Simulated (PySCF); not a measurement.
## BRh: energy against distance

Set-up: basis B x2c-TZVPPall, Rh x2c-TZVPPall; spin-free X2C with a Gaussian nucleus; PySCF 2.14. Energies in eV from B + Rh (4d8 5s1) in their ground configurations at the same level. State: ¹Σ⁺ (singlet), closed shell.

```tsv
R (Å)	ωB97X-V
1.440	-3.735
1.508	-4.512
1.575	-4.937
1.625	-5.083
1.675	-5.114
1.725	-5.054
1.792	-4.870
1.876	-4.524
1.976	-4.009
2.111	-3.263
```

Task: Put a parabola through the three lowest points of the ωB97X-V curve and estimate Re, k and ωe (reduced mass 9.945 u; 1 eV/Å² = 0.16022 mdyn/Å; ωe = 1302.8·√(k/μ) cm⁻¹).

Result: Through R = 1.625, 1.675, 1.725 Å the second-order coefficient is 18.2 eV/Å², so Re ≈ 1.667 Å, k ≈ 5.83 mdyn/Å and ωe ≈ 998 cm⁻¹. A polynomial fit of higher order to the unrounded ωB97X-V energies gives Re = 1.665 Å, k = 5.97 mdyn/Å, ωe = 1009 cm⁻¹; anharmonicity and rounding make the difference.

The higher-order fit for each curve: ωB97X-V: Re = 1.665 Å, ωe = 1009 cm⁻¹, De = 5.12 eV.

The metal atom is held in its measured ground configuration; semilocal functionals can put another filling of s and d lower by some tenths of an eV, and De to that atom would be smaller. Spin–orbit coupling is left out, which matters for elements this heavy, above all for dissociation energies.
